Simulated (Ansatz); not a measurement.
Ag(PH3)Cl (AgPH3Cl). The state is a singlet with charge 0. Geometry relaxed at PBE0-D4/def2-TZVP.

| atom | x (Å) | y (Å) | z (Å) |
| --- | --- | --- | --- |
| Ag1 | -0.580 | 1.384 | -0.095 |
| P2 | 0.313 | -0.744 | 0.054 |
| H3 | 0.552 | -1.301 | 1.325 |
| H4 | 1.573 | -0.999 | -0.523 |
| H5 | -0.395 | -1.821 | -0.513 |
| Cl6 | -1.463 | 3.480 | -0.249 |

In the def2 sets Ag takes a core potential; there is no spin–orbit coupling. The relaxation made no stability test and no search for a lower SCF solution.

**Question.** Estimate the harmonic wavenumbers at RKS PBE0-D4/def2-TZVP (Ansatz, unscaled). Is this a minimum?

**Answer.** 74, 74, 268, 361, 413, 413, 995, 1126, 1126, 2478, 2490, 2490 cm⁻¹. Yes, no mode is imaginary beyond noise. Zero-point energy 73.6 kJ/mol. Run time 30 s (4 threads of Arm Neoverse V2 on a shared host).
